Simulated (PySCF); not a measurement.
C4H8OS, SMILES C(C(=O)C)CS, singlet, GFN2-xTB optimised geometry. Atoms within 1.6 Å of the plane z = 0.0 Å (x, y, z in Å): C1 (1.66, -1.88, -1.45), C2 (1.31, -1.39, -0.07), O3 (1.38, -2.09, 0.92), C4 (0.83, 0.05, 0.00), C5 (-0.70, 0.05, 0.00), S6 (-1.38, 1.74, 0.00), H9 (1.81, -2.95, -1.45), H10 (1.20, 0.62, -0.85), H11 (1.19, 0.50, 0.93), H12 (-1.09, -0.49, 0.87), H13 (-1.09, -0.41, -0.91), H14 (-0.91, 2.09, 1.20).

Computed with PBE/def2-TZVP (PySCF 2.14.0). Cells within 0.4 Å of a nucleus heavier than hydrogen are left out (blank, or x).

Map of the deformation density (molecule minus spherical neutral atoms) (e/bohr³) on the plane z = 0.0 Å:

```
|3333333333333333333333333333333|
|3333333333333333333333333333333|
|3333333322223333333333333333333|
|3333333222222233333333333333333|
|3333332222222233333333333333333|
|3333332222222333333333333333333|
|3333332222223333333333333333333|
|3333333332123333322233333333333|
|3333333343x34333222222233333333|
|3333333454xx3332222222223333333|
|3333333455xx2222222222222333333|
|3333333343334322222222222233333|
|3333333333356422212222222233333|
|3333332222355433223332222233333|
|333332222222xx676xx422222223333|
|333332222222xxx98xxx22222223333|
|3333322222246x3555x632222222333|
|3333322222233112349952222222333|
|3333332222222212247941122222333|
|3333332222222222113xx0122222333|
|3333333222222222101xx1122222333|
|3333333322222222212552222222333|
|3333333332222222222322222222333|
|3333333333322222222222222222333|
|3333333333333222222222222223333|
|3333333333333322222222222223333|
|3333333333333332222222222233333|
|3333333333333333222222222333333|
|3333333333333333333222233333333|
|3333333333333333333333333333333|
|3333333333333333333333333333333|
```
Scale: ten equal steps from -0.035 (start of '0') to 0.080 (end of '9'), in the order '0123456789'; x runs from -4.50 to 4.50, y from -4.50 (bottom) to 4.50 (top).
